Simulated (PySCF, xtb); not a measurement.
SnF3, SMILES [F][Sn+]([F])[F], charge +1.

Harmonic wavenumbers (cm⁻¹) from GFN2-xTB (xtb) at its own minimum, in rising order: 46, 47, 76, 218, 374, 375.

Question: What does PBE-D3(BJ)/def2-SVP (PySCF 2.14.0) give at its own minimum? (An estimate is asked for; the answer gives what the named calculation found.)

Answer: 123, 123, 141, 623, 698, 698. Paired by order, the mean absolute difference is 212 cm⁻¹ and the zero-point energies are 1.6 and 3.4 kcal/mol.
